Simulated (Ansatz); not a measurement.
Computed with Ansatz on PBE0-D4/def2-TZVP structures; ΔE is electronic, products minus reactants. CBS: MP2 limit from def2 TZ/QZ plus the TZ coupled-cluster correction, frozen cores. This one scheme is used for every species. DFT in def2-TZVPP. Elements past krypton have def2 core potentials. For Sn outer-core shells are correlated without core-valence functions, which leaves a few kJ/mol of doubt a bond.

Consider the redistribution: `[Cl][SnH]([Cl])[Cl]` + `Cl[SiH2]C#C[SiH2]Cl` → tin tetrachloride + `[SiH3]C#C[SiH2]Cl`.

(1) Is it downhill or uphill in electronic energy at CCSD(T)/CBS, and by how much? (Estimate.)

(2) What do these levels give: revPBE-D4, BHLYP-D4, PBE-QIDH, PBE0, MP2/def2-QZVPP, SCS-MP2/def2-QZVPP? (Estimate.)

Largest T1 diagnostic among the species: 0.012.

## Answers

(1) The calculation gave: Uphill: ΔE = +15.0 kJ/mol.

(2) The calculation gave: revPBE-D4 13.5, BHLYP-D4 14.4, PBE-QIDH 19.4, PBE0 18.8, MP2/def2-QZVPP 16.2, SCS-MP2/def2-QZVPP 15.7 kJ/mol.

Leaving LDA and LC-ωPBE aside and taking each functional with its dispersion term where it has one, the values, not all of them listed here, spread over 9.1 kJ/mol, from BLYP-D4 to PBE-QIDH. LDA lies +5.5 kJ/mol from PBE without D4. From BLYP to BHLYP (50 % exact exchange), in def2-TZVPP and without D4, ΔE moves by +4.5 kJ/mol. At CCSD(T), def2-SVP lies −8.1 kJ/mol from the extrapolated value and def2-TZVPP +2.3 kJ/mol.
